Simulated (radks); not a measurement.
Q: These are the eigenvalues of the occupied orbitals of an atom or ion with whole-number occupations (eV). All-electron calculation, scalar-relativistic Kohn-Sham, PBEsol, spin-polarised, spherical densities, finite nucleus; Fermi nuclear charge, rms radius of each element as measured or else 0.836 A^(1/3) + 0.57 fm. Program: a radial shooting solver on a logarithmic mesh with Libxc functionals.

orbital  eigenvalue
1s up     -14206.26
1s down   -14206.04
2s up     -1920.483
2s down   -1920.358
2p up     -1705.263
2p down   -1705.061
3s up     -320.1803
3s down   -319.9104
3p up     -251.6115
3p down   -251.3011
3d up     -137.9718
3d down   -137.5792
4s up      -74.0945
4s down    -71.2749
4p up      -57.6292

Which element is it, and in what charge state? The configuration may be excited. Open shells, if any, are filled with parallel spins first.

A: Z = 36, krypton, charge +4: Kr4+ in [Ar] 3d10 4s2 4p2. The list shows which subshells hold electrons but not how many an open one holds; the 1s level, -522.07 hartree, gives Z - s = 32.3 by -(Z - s)^2/2, which with screening and relativity narrows Z to a few neighbours, and the depths of the outer levels then fix element, charge and occupations together.
